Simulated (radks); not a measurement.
Effect of the nuclear size on neutral ytterbium, [Xe] 4f14 6s2. Calculated with a radial shooting solver on a logarithmic mesh with Libxc functionals: Dirac Kohn-Sham, PBE, spin-unpolarised, spherical densities, finite nucleus; Fermi nuclear charge, rms radius 5.3108 fm. The rms radius is varied about that value; shifts are against it.

| rms radius (fm) | total energy shift (eV) | density at nucleus (e/bohr^3) | 1s1/2 shift (meV) | 2s1/2 shift (meV) | 5s1/2 shift (meV) | 5p1/2 shift (meV) | 6s1/2 shift (meV) | 4f7/2 shift (meV) |
|---|---|---|---|---|---|---|---|---|
| 4.5195 | -11.0 | 1.079e+06 | -4490 | -610 | -4.65 | 0.436 | -0.163 | 0.772 |
| 4.8647 | -6.35 | 1.055e+06 | -2590 | -353 | -2.68 | 0.252 | -0.094 | 0.446 |
| 5.3108 | 0 | 1.027e+06 | 0.000 | 0.000 | 0.000 | 0.000 | 0.000 | 0.000 |
| 5.7941 | 7.32 | 9.995e+05 | 2990 | 406 | 3.09 | -0.290 | 0.108 | -0.513 |
| 6.4792 | 18.4 | 9.656e+05 | 7520 | 1020 | 7.78 | -0.730 | 0.273 | -1.29 |

Slopes of the eigenvalues against <r^2> in GHz/fm^2, as finite differences over the two radii next to the reference (eigenvalue slopes, not the field-shift constants of lines): 1s1/2 136000, 2s1/2 18500, 5s1/2 141, 5p1/2 -13.2, 6s1/2 4.95, 4f7/2 -23.4.
